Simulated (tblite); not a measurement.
Species: C₆H₁₁O₂P.
Cartesian coordinates in Å at the GFN2-xTB level; atoms count from 1:
```xyz
20
C6H11O2P angstrom
O     -0.4087    0.9913    1.5708
P     -0.0493    0.6109    0.1995
O      0.4382    1.9034   -0.6410
C     -1.4027   -0.0790   -0.7949
C     -2.3200   -1.0214   -0.0750
C     -2.7819    0.3569   -0.4021
C      1.3231   -0.5807    0.0415
C      2.3775   -0.5128    1.1052
C      2.6972   -0.0769   -0.2828
H      0.2822    2.6753   -0.0931
H     -1.1818   -0.2510   -1.8389
H     -2.0901   -1.2339    0.9589
H     -2.7317   -1.8567   -0.6222
H     -2.8604    1.0591    0.4153
H     -3.5173    0.4929   -1.1807
H      1.0283   -1.5522   -0.3330
H      2.7975   -1.4363    1.4752
H      2.2508    0.2486    1.8613
H      3.3319   -0.7056   -0.8902
H      2.8120    0.9789   -0.4767
```

All values are computed: GFN2-xTB (tblite) harmonic vibrations without scaling, gas phase. This tight-binding method is rough: wavenumbers can miss measured ones by several per cent, in bad cases by 10 to 20. One conformer, not necessarily the lowest. The optimisation stopped once no atom felt more than 0.01 eV/Å.

Lowest wavenumbers of the output (negative numbers stand for imaginary wavenumbers):
```
mode    cm-1
  1     -49.7
  2      34.7
  3     114.8
  4     150.0
  5     176.4
  6     209.6
  7     225.8
  8     273.9
  9     317.8
 10     358.8
 11     411.3
 12     464.3
 13     649.9
 14     714.0
 15     796.8
```

Is this structure a minimum?

Not by this Hessian. 1 mode is imaginary beyond 20i (50i cm⁻¹), so at this level the point lies at or near a first-order saddle. The curvature is small, so loose convergence or finite differences may be the whole cause.

Which atoms move in the imaginary mode?

50i: C8 (three-membered-ring carbon) 22 %, C9 (three-membered-ring carbon) 22 %. These are shares of the mass-weighted motion.

What is the remedy?

Step along that mode in both directions, optimise again with tighter thresholds and repeat the frequencies. The zero-point energy of this point (100.5 kcal/mol) counts the 53 real modes alone, and thermal corrections from it aren't those of a minimum.
